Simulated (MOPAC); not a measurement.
A run for MOPAC: PM6 on SnGe, 2S+1 = 1, a point of a bond scan (R = 2.414 Å).

```
PM6 1SCF PRECISE CHARGE=0 THREADS=1
GeSn

Ge     0.00000000 1     0.00000000 1     0.00000000 1
Sn     0.00000000 1     0.00000000 1     2.41411600 1
```

Output:

```
*******************************************************************************
 **                                                                           **
 **                              MOPAC v23.2.5                                **
 **                                                                           **
 *******************************************************************************
 ** MOPAC's Digital Object Identifier: https://doi.org/10.5281/zenodo.6511958 **
 **                                                                           **
 ** Please cite the open-source release paper for use of this MOPAC version:  **
 ** J. E. Moussa and J. J. P. Stewart (2026)                                  **
 ** MOPAC: An open-source semiempirical molecular orbital program             **
 ** J. Open Source Softw., 11(119), 8025, https://doi.org/10.21105/joss.08025 **
 *******************************************************************************

                              PM6 CALCULATION RESULTS

 *******************************************************************************
 *  PM6        - The PM6 Hamiltonian to be used
 *
 *
 *
 *                 CHARGE ON SYSTEM = 0
 *
 *
 *
 *  PRECISE    - TIGHTER CRITERIA TO BE USED
 *  1SCF       - DO 1 SCF AND THEN STOP
 *  THREADS=1  - MULTI-THREADING NOT USED
 *  T=         - A TIME OF 172800.0 SECONDS REQUESTED
 *  DUMP=N     - RESTART FILE WRITTEN EVERY 7200.0 SECONDS REQUESTED
 *******************************************************************************
PM6 1SCF PRECISE CHARGE=0 THREADS=1
 GeSn

   ATOM   CHEMICAL          X               Y               Z
  NUMBER   SYMBOL      (ANGSTROMS)     (ANGSTROMS)     (ANGSTROMS)

     1      Ge          0.00000000  *   0.00000000  *   0.00000000  *
     2      Sn          0.00000000  *   0.00000000  *   2.41411600  *



          CARTESIAN COORDINATES

    NO.       ATOM           X           Y           Z

     1        Ge          0.0000      0.0000      0.0000
     2        Sn          0.0000      0.0000      2.4141

 General Reference for PM6:
 "Optimization of Parameters for Semiempirical Methods V: Modification of NDDO Approximations
 and Application to 70 Elements", J. J. P. Stewart, J. Mol. Mod., 13, 1173-1213 (2007)
 URL: https://link.springer.com/article/10.1007/s00894-007-0233-4

           Empirical Formula: Ge Sn  =     2 atoms



      MOLECULAR POINT GROUP   :   C*v


      RHF CALCULATION, NO. OF DOUBLY OCCUPIED LEVELS = 4


 -------------------------------------------------------------------------------
 PM6 1SCF PRECISE CHARGE=0 THREADS=1
 GeSn



     1SCF WAS SPECIFIED, SO BFGS WAS NOT USED
     SCF FIELD WAS ACHIEVED


                              PM6 CALCULATION
                                                       MOPAC v23.2.5 Linux




          FINAL HEAT OF FORMATION =        123.08850 KCAL/MOL =     515.00228 KJ/MOL


          COSMO AREA              =        115.79 SQUARE ANGSTROMS
          COSMO VOLUME            =        109.92 CUBIC ANGSTROMS

          IONIZATION POTENTIAL    =          7.171418 EV
          HOMO LUMO ENERGIES (EV) =         -7.171 -2.834
          NO. OF FILLED LEVELS    =          4
          MOLECULAR WEIGHT        =        191.2800         POINT GROUP:  C*v

          MOLECULAR DIMENSIONS (Angstroms)

            Atom       Atom       Distance
           Sn     2   Ge     1     2.41412
           Sn     2   Ge     1     0.00000
           Ge     1   Sn     2     0.00000


          SCF CALCULATIONS        =          1





   ATOM   CHEMICAL          X               Y               Z
  NUMBER   SYMBOL      (ANGSTROMS)     (ANGSTROMS)     (ANGSTROMS)

     1      Ge          0.00000000  *   0.00000000  *   0.00000000  *
     2      Sn          0.00000000  *   0.00000000  *   2.41411600  *

                             CARTESIAN COORDINATES

   1   Ge        0.000000000     0.000000000     0.000000000
   2   Sn        0.000000000     0.000000000     2.414116000


           Empirical Formula: Ge Sn  =     2 atoms



      MOLECULAR POINT GROUP   :   C*v


                  EIGENVALUES
 -15.99674 -11.54777  -7.52329  -7.17142  -2.83405  -1.16766  -1.14718   1.07757


              NET ATOMIC CHARGES AND DIPOLE CONTRIBUTIONS

  ATOM NO.   TYPE          CHARGE      No. of ELECS.   s-Pop       p-Pop
    1         Ge          -0.154629        4.1546     1.80751     2.34712
    2         Sn           0.154629        3.8454     1.90538     1.93999
 DIPOLE           X         Y         Z       TOTAL
 POINT-CHG.     0.000     0.000     1.793     1.793
 HYBRID         0.000     0.000    -0.208     0.208
 SUM            0.000     0.000     1.585     1.585


          ATOMIC ORBITAL ELECTRON POPULATIONS

     Atom    s        px        py        pz
    1 Ge   1.80751   1.07529   0.00000   1.27183
    2 Sn   1.90538   0.92471   0.00000   1.01527

 **********************
 *                    *
 * JOB ENDED NORMALLY *
 *                    *
 **********************




 == MOPAC DONE ==
```

The run finished.

Cost: about 0.010 core-seconds (a rough figure).
